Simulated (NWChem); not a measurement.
CH2NO cation; SMILES N=C=[OH+]

```xyz
5

N     -0.0302     1.1896     0.0000
C     -0.0170     0.0422     0.0000
O     -0.1198    -1.1882     0.0000
H     -0.0388     2.2064     0.0000
H      0.7020    -1.7252     0.0000
```
Atoms are numbered in this order, from 1.

Structure relaxed at the PBE0/def2-SVP level.

 Unshifted, non-relativistic core excitations; the lowest 4 roots alone, so stronger bands may lie above.

Problem. List the first O K-edge excitations from PBE0/cc-pVTZ, restricted-window TDA (NWChem).

Solution. 
```json
[
 {"state": "S1", "energy (eV)": "523.6", "dipole oscillator strength": "0.0093", "leading excitation (squared amplitude)": "1s of atom 3 or its equivalents → LUMO (0.97)"},
 {"state": "S2", "energy (eV)": "524.3", "dipole oscillator strength": "0.0183", "leading excitation (squared amplitude)": "1s of atom 3 or its equivalents → LUMO+1 (1.00)"},
 {"state": "S3", "energy (eV)": "524.7", "dipole oscillator strength": "0.0115", "leading excitation (squared amplitude)": "1s of atom 3 or its equivalents → LUMO+2 (0.95)"},
 {"state": "S4", "energy (eV)": "527.0", "dipole oscillator strength": "0.0290", "leading excitation (squared amplitude)": "1s of atom 3 or its equivalents → LUMO+3 (0.68)"}
]
```
